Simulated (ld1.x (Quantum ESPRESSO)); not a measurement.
**What one change does to a pseudopotential (Zn, TM)**

* Element: Zn
* Generator: ld1.x (Quantum ESPRESSO) 7.5
* Type: norm-conserving Troullier–Martins (Kleinman–Bylander form)
* Functional: PBE
* Relativity: scalar-relativistic
* Frozen core: [Ar]
* Valence charge: 12
* Reference configuration: 3d10 4s1.75 4p0.25
* Partial waves: 4p (bound): rc 3.25 bohr; 3d (bound): rc 1.40 bohr; 4s (bound): rc 1.55 bohr
* Local potential: the s channel
* Core correction: none

All-electron outer shells of the reference configuration (PBE, scalar-relativistic, ld1.x):

| shell | level (eV) | outermost node (bohr) | outermost maximum (bohr) |
| --- | --- | --- | --- |
| 3s | -129.85 | 0.28 | 0.59 |
| 3p | -84.02 | 0.25 | 0.59 |
| 3d | -10.75 | – | 0.57 |
| 4s | -6.38 | 0.85 | 2.09 |
| 4p | -1.41 | 0.92 | 3.04 |

Change: reference 3d10 4s1.5 4p0.

Cutoffs: the cutoffs (Ry, on a coarse ladder) from which the occupation-weighted sum of valence levels, in a spherical-Bessel basis at the reference potential, stays within 10 and 1 mRy of its value at 400 Ry; they do not see the model core or the augmentation charge, which bear on the density cutoff. Errors are all-electron minus pseudo energies relative to the spin-unpolarised reference configuration.

Task: What does the change do?

Result: The potential gets neither clearly harder nor softer (140 Ry and 260 Ry → 140 Ry and 260 Ry); the number of tests that count goes from 7 to 5; the range in which the p phases agree widens (upper end 2.1 → at the end of the scan); neither file shows a bound ghost at the reference potential, the only one tested.

| quantity | base | changed |
| --- | --- | --- |
| cutoff, loose | 140 Ry | 140 Ry |
| cutoff, tight | 260 Ry | 260 Ry |
| bound ghosts | none | none |
| tests counted (converged, no solver errors) | 7 of 7 | 5 of 7 |
| s: phases at 3.55 bohr within 0.05 rad from the reference energy up to (Ry; the scan ends near 5) | 1.1 | 0.9 |
| p: phases at 3.55 bohr within 0.05 rad from the reference energy up to (Ry; the scan ends near 5) | 2.1 | to the end of the scan |
| d: phases at 3.55 bohr within 0.05 rad from the reference energy up to (Ry; the scan ends near 5) | n/a | 0.2 |

Changed file: Tests not counted: 3d10 4s1 4p0 (solver errors, printed error +1.8 meV); 3d8 4s0 4p0 (solver errors, printed error -1.5 eV).
